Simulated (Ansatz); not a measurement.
Consider the ligand exchange at the Si–O bond: `[OH][In]([OH])[O][SiH3]` + `SC1CO1` → `[SiH3]SC1CO1` + `[OH][In]([OH])[OH]`.

Calculated with Ansatz (gas phase, PBE0-D4/def2-TZVP geometries, no zero-point term in ΔE). CCSD(T)/CBS is the MP2 limit (def2-TZVPP, def2-QZVPP) plus CCSD(T) − MP2 in def2-TZVPP, frozen cores. DFT in def2-TZVPP. def2 core potentials past Kr. For In outer-core shells are correlated without core-valence functions, which leaves a few kJ/mol of doubt a bond. Each species was taken in one conformer, which may not be the lowest.

`[OH][In]([OH])[O][SiH3]`:

Z-matrix (Å, degrees):
```
Si
O 1 1.629
H 1 1.497 2 111.0
H 1 1.488 2 110.6 3 119.6
H 1 1.488 2 110.6 3 -119.6
In 2 1.969 1 134.0 3 -0.4
O 6 1.960 2 117.9 1 -179.5
O 6 1.973 2 119.0 1 0.5
H 7 0.961 6 111.7 2 -180.0
H 8 0.961 6 111.7 2 -0.0
```

`SC1CO1`:

Cartesian coordinates in Å:
```
S -1.688 -0.090 0.954
C 0.065 -0.132 0.652
C 0.699 0.238 -0.605
O 0.606 -1.122 -0.190
H -2.059 -0.090 -0.337
H 0.603 0.026 1.585
H 1.702 0.658 -0.609
H 0.072 0.512 -1.450
```

`[SiH3]SC1CO1`:

```xyz
11

Si   -1.082   -0.998   -1.566
S     0.775   -0.944   -0.508
C     0.526    0.591    0.378
C     1.104    0.744    1.708
O    -0.295    0.587    1.522
H    -0.957   -2.119   -2.529
H    -1.284    0.286   -2.286
H    -2.232   -1.231   -0.658
H     0.411    1.464   -0.261
H     1.424    1.727    2.043
H     1.609   -0.107    2.156
```

`[OH][In]([OH])[OH]`:

```xyz
7

O     1.284    1.417    0.484
In    0.000    0.000    0.000
O     0.650   -1.802   -0.469
O    -1.934    0.385   -0.014
H     2.194    1.108    0.454
H    -0.069   -2.402   -0.686
H    -2.125    1.294    0.231
```

| level | ΔE (kcal/mol) |
| --- | --- |
| PBE | 6.0 |
| CCSD/CBS(def2) | 10.9 |

Task: What does CCSD(T)/CBS give? (Best estimate.)

Result: Computed: +10.1 kcal/mol. The listed levels differ from it by -4.1, 0.8 kcal/mol.

Largest T1 diagnostic among the species: 0.017.

From PBE to PBE0 (25 % exact exchange), in def2-TZVPP and without D4, ΔE moves by +1.5 kcal/mol. The D4 term adds −0.7 kcal/mol with B3LYP and −0.4 kcal/mol with PBE0; it sums over pairs of atoms, weighted by their polarisabilities, and B3LYP, whose exchange is more repulsive, gets the larger term.

B3LYP here is the variant with VWN-RPA as its local correlation; programs differ in this.
